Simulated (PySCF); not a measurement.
**Unknown: peak-picked proton spectrum**

Formula C$_{6}$H$_{9}$F. The spectrum was simulated from the full spin Hamiltonian at 400 MHz with 0.6 Hz Lorentzian lines, from shifts rounded to 0.01 ppm and J to 0.1 Hz, couplings under 1 Hz left out.

Maxima in ppm (height), grouped by integral:
1H: 5.664 (4), 5.642 (7), 5.641 (5), 5.620 (6), 5.619 (7), 5.596 (5)
2H: 5.073 (16), 5.051 (16), 5.048 (17), 5.026 (15)
3H: 1.425 (100)
3H: 1.375 (100)

13C{1H} NMR (computed): δ 216.0 (C, d, J = 9.9 Hz), 101.5 (CH, d, J = 30.5 Hz), 90.2 (C, d, J = 218.7 Hz), 80.6 (CH2), 28.3 (CH3, d, J = 25.3 Hz).

Method: couplings computed with B3LYP/pcJ-1 (spin–dipole term only in couplings to heteroatoms), σ from GIAO-B97-2/pcSseg-1, geometry from PBE0-D3(BJ)/def2-SVP, in PySCF (one conformer, relativity neglected, averaged over atoms made equivalent by symmetry, fast rotation or ring inversion, isolated molecule).

Referencing at the same level of theory: 1H (31.38 ppm), 13C (183.69 ppm) against TMS.

(1) Analyse the multiplets.

(2) What is the compound?

Answers

(1) 1H NMR (400 MHz, computed): δ 5.63 (dt, J = 9.6, 8.8 Hz, 1H), 5.05 (dd, J = 10.0, 8.8 Hz, 2H), 1.40 (d, J = 19.8 Hz, 6H). These are first-order names from the parameters used; overlap and second-order distortion can hide them in the list.

(2) SMILES C=C=CC(C)(C)F.

Atom-mapped SMILES (the numbers label the heavy atoms): `[CH2:1]=[C:2]=[CH:3][C:4]([CH3:5])([CH3:6])[F:7]`. Each H is labelled by its parent atom.

δ 5.63: H(C3), hydrogen on a terminal carbon of a cumulated C=C=C unit, coupled to F7 (9.6 Hz), H(C1) (8.8 Hz). δ 5.05: H(C1), hydrogen on a terminal carbon of a cumulated C=C=C unit, coupled to F7 (10.0 Hz), H(C3) (8.8 Hz). δ 1.40: H(C5)/H(C6), hydrogen on a methyl carbon, coupled to F7 (19.8 Hz).

The shifts were computed for this structure.

C–F couplings over four or more bonds (about 3 Hz to the para carbon of a fluoroarene) are left out. Common functionals overestimate the size of one-bond C–F couplings by tens of Hz; these are unscaled. Multiplet labels drop couplings under 1 Hz and merge nearly equal ones. Shifts are as computed. Against solution values, carbons near 30 ppm lie about +1 ppm off and those near 130 ppm about +2 ppm. Of 1309 compounds with measured shifts, 239 miss one by over three times the rms of a fit or turn the order of signals round; such compounds aren't used in these exercises. Only one conformer was computed, so three-bond couplings in flexible chains and rings are approximate.
